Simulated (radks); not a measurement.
Os35+, configuration [Kr] 4d5.

Method: scalar-relativistic Kohn-Sham, PBE, spin-polarised, spherical densities, point nucleus; open shells are filled with parallel spins first (spin-orbit coupling, left out, can overturn this in heavy ions); computed with a radial shooting solver on a logarithmic mesh with Libxc functionals.

Energy parts (hartree):
part                       energy
total                 -16560.3933
kinetic                18437.2994
electron-nucleus      -38755.2610
Hartree                 4038.4751
exchange-correlation    -280.9067

Orbitals (lengths in bohr, moments of r in powers of bohr; r(90%) holds 90 % of the orbital's charge):
orbital	occ.	eigenvalue (hartree)	r(90%)	<r^2>
1s up	1	-2767.949	0.0323	0.0004332
1s down	1	-2767.946	0.0323	0.0004332
2s up	1	-526.0316	0.116	0.006638
2s down	1	-525.8285	0.116	0.006637
2p up	3	-464.8367	0.110	0.005532
2p down	3	-464.6713	0.110	0.005530
3s up	1	-162.2175	0.282	0.04234
3s down	1	-162.1186	0.282	0.04228
3p up	3	-144.2242	0.288	0.04302
3p down	3	-144.1135	0.287	0.04294
3d up	5	-124.4699	0.269	0.03540
3d down	5	-124.3015	0.269	0.03537
4s up	1	-70.04273	0.562	0.1773
4s down	1	-69.53285	0.563	0.1776
4p up	3	-63.51139	0.587	0.1911
4p down	3	-63.00967	0.588	0.1916
4d up	5	-55.82844	0.601	0.1944
4d down	0	-55.32890	0.602	0.1951

The highest occupied level is 4d up at -1519.2 eV. Spin moment in Bohr magnetons: 5. The density falls to 0.001 e/bohr^3 at r = 1.10 bohr. For comparison, the ionisation energy in NIST's Atomic Spectra Database is 1528 eV (theoretical). In exact Kohn-Sham theory the highest level is minus the ionisation energy, but local and semilocal functionals leave it too shallow, through self-interaction and a potential that decays too fast; potentials with the right tail come closer.
